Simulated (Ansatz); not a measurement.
`N#C[Si](Cl)(Cl)C#N` + HCl → `N#C[Si](Cl)(Cl)Cl` + `C#N` at 700 K and 1 bar (ligand exchange at the Si–C bond).

Program: Ansatz. Geometries: PBE0-D4/def2-TZVP. ΔE: electronic, gas phase. CCSD(T)/CBS adds triple-zeta CCSD(T) − MP2 to the extrapolated MP2 energy (def2 sets, frozen cores). This one scheme is used for every species.

| species | CCSD(T)/CBS energy (Eh) | H − E (kJ/mol) | S (J/(mol·K)) |
| --- | --- | --- | --- |
| `N#C[Si](Cl)(Cl)C#N` | -1394.22558 | 131.8 | 487.7 |
| HCl | -460.38127 | 38.4 | 211.8 |
| `N#C[Si](Cl)(Cl)Cl` | -1761.31365 | 105.3 | 455.6 |
| `C#N` | -93.32098 | 68.7 | 235.2 |

H − E and S are ideal-gas, rigid-rotor, harmonic terms from PBE0-D4/def2-TZVP. 1 Eh = 2625.50 kJ/mol, R = 8.31446 J/(mol·K).

By hand: ΔE, ΔH, ΔS and ΔG.

ΔE = (-1761.31365) + (-93.32098) − (-1394.22558) − (-460.38127) = -0.02778 Eh = -72.9 kJ/mol. Δ(H − E) = 105.3 + 68.7 − 131.8 − 38.4 = 3.8, so ΔH = -69.1 kJ/mol. ΔS = 455.6 + 235.2 − 487.7 − 211.8 = -8.7 J/(mol·K). ΔG = -69.1 − 700 × (-8.7)/1000 = -63.0 kJ/mol.

By hand: the equilibrium constant, and the temperature at which ΔG would vanish if ΔH and ΔS stayed fixed.

log₁₀ K = −ΔG/(RT ln 10) = 4.7. ΔG = 0 at ΔH/ΔS = 7943 K, far beyond where these terms or the molecules hold.

The number of gas molecules stays the same, so ΔS is small and ΔH decides. A doubt of 5 kJ/mol in ΔE shifts log₁₀ K by 0.4 here. These are equilibria of isolated gas molecules and say nothing of rates. Largest T1 diagnostic: 0.014 (customary marks: 0.02 for closed shells, 0.045 for open ones).
